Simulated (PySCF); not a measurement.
**Eu³⁸⁺: ionisation energy**

Eu³⁸⁺ [Ar] 3d7 (4F) → Eu³⁹⁺ [Ar] 3d6 (5D), as a difference of total energies. Computed with PySCF 2.14 in an even-tempered Gaussian basis (18 s from 6.6 bohr⁻², ratio 2.5; 13 p from 8.6 bohr⁻², ratio 2.5; 8 d from 8.6 bohr⁻², ratio 2.5; 4 f from 36 bohr⁻², ratio 2.7; 3 g from 54 bohr⁻², ratio 2.7), with scalar relativity by spin-free X2C-1e. Correlated levels: outer shells: [Ne] frozen; virtual orbitals above 40 to 60 times the deepest correlated orbital energy dropped. The calculations carry no spin-orbit coupling.

```tsv
method	ionisation energy (eV)
UHF	2812.9
MP2 (outer shells)	2814.1
SCS-MP2 (outer shells)	2814.3
CCSD (outer shells)	2814.0
CCSD(T) (outer shells)	2814.0
```

Spin-orbit coupling is strong in these open shells (close to jj coupling). The scalar numbers leave it out and a first-order estimate fails, so it can dominate the gap to the real levels.

Breit and QED terms and the two-electron picture change are absent.

For comparison: 2807 ± 4 eV (theoretical estimate listed by NIST; NIST Atomic Spectra Database, ionization energies).
